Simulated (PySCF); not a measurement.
**Working out the ionisation energy of Cu**

Cu [Ar] 3d10 4s1 (2S) → Cu⁺ [Ar] 3d10 (1S). Calculation: PySCF 2.14, in cc-pVDZ-DK (6s5p3d1f, 43 functions); the spin-free X2C one-electron Hamiltonian (Gaussian nucleus). Frozen: [Ar]. Energies in hartree (1 hartree = 27.21139 eV):

```
            part    Cu (lower)   Cu⁺ (upper)
             UHF  -1653.148416  -1652.906463
CCSD correlation     -0.385017     -0.358458
             (T)     -0.011771     -0.007667
```

Question: What does Hartree-Fock give?

Answer: (-1652.906463) − (-1653.148416) = 0.241953 hartree = 6.584 eV.

Question: What do CCSD and CCSD(T) give?

Answer: The CCSD correlation energies differ by 0.026559 hartree = 0.723 eV and the triples by 0.004104 hartree = 0.112 eV, so CCSD gives 7.307 eV and CCSD(T) 7.419 eV.

Measured between the centres of the two terms (NIST): 7.726 eV, so CCSD(T) (valence) is off by -0.307 eV.

A double-zeta basis recovers only part of the correlation energy.

What remains against the reference includes basis incompleteness, the frozen core and higher excitations.
